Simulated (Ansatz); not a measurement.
Geometry optimisation, Ansatz, RHF/def2-SVP.

input.yaml

```yaml
crystal:
  periodic: [false, false, false]
  atoms:
    - { symbol: B, position_ang: [-1.1189, 1.6086, -0.1672] }
    - { symbol: B, position_ang: [0.3679, 1.0246, -0.1839] }
    - { symbol: "N", position_ang: [0.7292, -0.0757, 0.7786] }
    - { symbol: Si, position_ang: [0.2802, -1.6309, 0.1109] }
    - { symbol: H, position_ang: [-1.4328, 2.5595, -0.8962] }
    - { symbol: H, position_ang: [-1.996, 1.197, 0.5165] }
    - { symbol: H, position_ang: [1.2308, 1.5717, -0.8202] }
    - { symbol: H, position_ang: [1.8442, -0.103, 0.7985] }
    - { symbol: H, position_ang: [-1.2575, -1.6305, 0.0565] }
    - { symbol: H, position_ang: [0.7963, -1.8443, -1.1952] }
    - { symbol: H, position_ang: [0.622, -2.7339, 1.0224] }
basis:
  gaussian: { orbitals: def2-SVP }
hamiltonian:
  xc: hf
relax:
  f_tol: 0.02
  max_steps: 50
```

Run as:

```bash
$ ansatz run input.yaml --threads 2 --pin off --max-ram 3072MiB --backend cpu --events-out ev --progress --plain --runs-dir out
```

Problem. Where does it end, and by what steps?

Solution. The forces met the threshold. After 12 steps the energy has fallen by 1.715 eV; H7 moved furthest, 1.15 Å.

```json
{"step": "0", "energy less start (eV)": "0.0000", "largest force component (eV/Å)": "4.113", "accepted": "yes"}
{"step": "1", "energy less start (eV)": "-0.7646", "largest force component (eV/Å)": "2.514", "accepted": "yes"}
{"step": "2", "energy less start (eV)": "-1.0812", "largest force component (eV/Å)": "1.350", "accepted": "yes"}
{"step": "3", "energy less start (eV)": "-1.2864", "largest force component (eV/Å)": "0.801", "accepted": "yes"}
{"step": "4", "energy less start (eV)": "-1.4286", "largest force component (eV/Å)": "0.619", "accepted": "yes"}
{"step": "5", "energy less start (eV)": "-1.5317", "largest force component (eV/Å)": "0.343", "accepted": "yes"}
{"step": "6", "energy less start (eV)": "-1.6303", "largest force component (eV/Å)": "0.168", "accepted": "yes"}
{"step": "7", "energy less start (eV)": "-1.6812", "largest force component (eV/Å)": "0.248", "accepted": "yes"}
{"step": "8", "energy less start (eV)": "-1.6902", "largest force component (eV/Å)": "0.533", "accepted": "yes"}
{"step": "9", "energy less start (eV)": "-1.7120", "largest force component (eV/Å)": "0.181", "accepted": "yes"}
{"step": "10", "energy less start (eV)": "-1.7146", "largest force component (eV/Å)": "0.080", "accepted": "yes"}
{"step": "11", "energy less start (eV)": "-1.7150", "largest force component (eV/Å)": "0.072", "accepted": "yes"}
{"step": "12", "energy less start (eV)": "-1.7154", "largest force component (eV/Å)": "0.017", "accepted": "yes"}
```

```xyz
11
Properties=species:S:1:pos:R:3
B -1.182 1.538 -0.143
B 0.469 1.162 0.088
N 1.031 -0.135 0.149
Si 0.205 -1.667 0.004
H -1.643 1.728 -1.238
H -1.932 1.705 0.784
H 1.231 2.097 0.206
H 2.024 -0.173 0.288
H -1.238 -1.373 -0.151
H 0.684 -2.432 -1.171
H 0.417 -2.507 1.205
```

Whether the end is a true minimum wasn't checked by a vibrational analysis.

The run took 14 s on 2 threads of Arm Neoverse V1, with other jobs on the host, peak memory 0.17 GiB.
